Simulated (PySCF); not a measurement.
Magnetic susceptibility: `InChI=1S/C8H13Cl/c1-2-8-4-3-6(5-8)7(8)9/h6-7H,2-5H2,1H3/t6-,7-,8+/m0/s1`

Molfile (atoms numbered from 1):
```
C8H13Cl
     RDKit          3D

 22 23  0  0  0  0  0  0  0  0999 V2000
    2.2110   -0.9741    0.9385 C   0  0  0  0  0  0  0  0  0  0  0  0
    1.7292   -0.0545   -0.1790 C   0  0  0  0  0  0  0  0  0  0  0  0
    0.2303    0.1452   -0.1575 C   0  0  1  0  0  0  0  0  0  0  0  0
   -0.6819   -1.0601   -0.4208 C   0  0  0  0  0  0  0  0  0  0  0  0
   -2.0588   -0.3658   -0.3304 C   0  0  0  0  0  0  0  0  0  0  0  0
   -1.5940    1.0603   -0.0368 C   0  0  1  0  0  0  0  0  0  0  0  0
   -0.5029    0.8240    1.0213 C   0  0  0  0  0  0  0  0  0  0  0  0
   -0.4326    1.2359   -1.0195 C   0  0  2  0  0  0  0  0  0  0  0  0
   -0.7055    0.9221   -2.7405 Cl  0  0  0  0  0  0  0  0  0  0  0  0
    1.7885   -1.9693    0.8290 H   0  0  0  0  0  0  0  0  0  0  0  0
    3.2946   -1.0591    0.9149 H   0  0  0  0  0  0  0  0  0  0  0  0
    1.9178   -0.5779    1.9077 H   0  0  0  0  0  0  0  0  0  0  0  0
    2.0143   -0.4704   -1.1482 H   0  0  0  0  0  0  0  0  0  0  0  0
    2.2164    0.9191   -0.0790 H   0  0  0  0  0  0  0  0  0  0  0  0
   -0.4976   -1.4947   -1.4019 H   0  0  0  0  0  0  0  0  0  0  0  0
   -0.5575   -1.8333    0.3347 H   0  0  0  0  0  0  0  0  0  0  0  0
   -2.6168   -0.4258   -1.2631 H   0  0  0  0  0  0  0  0  0  0  0  0
   -2.6777   -0.7617    0.4735 H   0  0  0  0  0  0  0  0  0  0  0  0
   -2.3563    1.8252    0.0778 H   0  0  0  0  0  0  0  0  0  0  0  0
   -0.0209    1.7363    1.3646 H   0  0  0  0  0  0  0  0  0  0  0  0
   -0.7706    0.1937    1.8646 H   0  0  0  0  0  0  0  0  0  0  0  0
    0.0604    2.2041   -0.9509 H   0  0  0  0  0  0  0  0  0  0  0  0
  1  2  1  0
  3  2  1  1
  3  4  1  0
  4  5  1  0
  5  6  1  0
  6  7  1  0
  6  8  1  0
  8  9  1  0
  7  3  1  0
  8  3  1  0
  1 10  1  0
  1 11  1  0
  1 12  1  0
  2 13  1  0
  2 14  1  0
  4 15  1  0
  4 16  1  0
  5 17  1  0
  5 18  1  0
  6 19  1  1
  7 20  1  0
  7 21  1  0
  8 22  1  6
M  END
```

Computed, not measured: GIAO PBE/pcSseg-1 magnetisability, rotational g tensor and spin-rotation constants, non-relativistic, gas phase (PySCF). Geometry: GFN2-xTB.

**Question.** How diamagnetic is it, and how anisotropic?

**Answer.** Isotropic -1788 × 10⁻³⁰ J/T², or -107.7 × 10⁻⁶ cm³/mol; principal values -1875, -1805, -1684 × 10⁻³⁰ J/T², anisotropy 168 × 10⁻³⁰ J/T² (root of half the summed squared differences of the principal values). The susceptibility is in cgs units.

**Question.** Split it along the inertial axes a, b, c into diamagnetic and paramagnetic parts about the centre of mass, with the quadrupole moment.

**Answer.** 
| axis | χ (10⁻⁶ cm³/mol) | diamagnetic (10⁻⁶ cm³/mol) | paramagnetic (10⁻⁶ cm³/mol) | summed x² of all electrons (Å²) | quadrupole Θ (D Å) |
| --- | --- | --- | --- | --- | --- |
| a | -112.3 | -730.1 | 617.7 | 220.6 | -3.48 |
| b | -108.2 | -1196.8 | 1088.5 | 110.6 | +0.42 |
| c | -102.5 | -1404.9 | 1302.5 | 61.5 | +3.07 |

Anisotropies 2χaa − χbb − χcc = -14.0 and 2χbb − χaa − χcc = -1.7 × 10⁻⁶ cm³/mol. Θ is traceless in Buckingham's convention.

**Question.** And the rotational g tensor?

**Answer.** 
```tsv
axis	rotational constant (GHz)	g	nuclear part	electronic part
a	2.0848	+0.0008	0.6057	-0.6050
b	1.1436	-0.0030	0.5818	-0.5848
c	0.9459	-0.0058	0.5730	-0.5788
```
Asymmetric top; isotopes 12C, 35Cl, 1H; no vibrational averaging.
